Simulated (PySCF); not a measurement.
Mapped SMILES: `[N:1]#[C:2]/[C:3]([F:4])=[C:5](/[C:6]#[N:7])[CH2:8][F:9]`; H(Xn) means a hydrogen on atom n.

All values are calculated (PySCF 2.14.0 with density-fitted response routines): NMR shieldings at PBE0/pcSseg-1/GIAO, PBE0-D3(BJ)/def2-SVP geometry. Fast rotation and ring inversion assumed for equivalent nuclei, no relativistic terms, single conformer, in vacuum.

Shifts are taken against calculated references (same method and geometry level): ¹³C against TMS.

Task: Do the ¹³C shifts follow the atomic charges (in e)? Tabulate both.

Result: 
```csv
atoms,hybridisation,δ (ppm),σ para (ppm),Hirshfeld,IAO,Mulliken,ESP-fitted
C3,sp2,148.4,-205,+0.13,+0.29,+0.46,+0.11
C2,sp,115.2,-192,+0.07,+0.12,+0.08,+0.40
C6,sp,114.6,-188,+0.07,+0.13,+0.17,+0.35
C5,sp2,113.7,-194,+0.00,-0.08,-0.43,-0.09
C8,sp3,79.8,-130,+0.05,+0.05,+0.33,-0.04
```

Correlation coefficients of δ with charge over these carbons: Hirshfeld +0.64, IAO +0.64, Mulliken +0.15, ESP-fitted +0.27; with the paramagnetic shielding -0.90. With so few points, grouped by hybridisation, these coefficients are fragile. Charge is one influence among several: hybridisation and low-lying excitations act through the paramagnetic term.

Shifts are as computed. Against solution values, carbons near 30 ppm lie about +2 ppm off and those near 130 ppm about +5 ppm. Of 1211 compounds with measured shifts, 218 miss one by over three times the rms of a fit or turn the order of signals round; such compounds aren't used in these exercises.
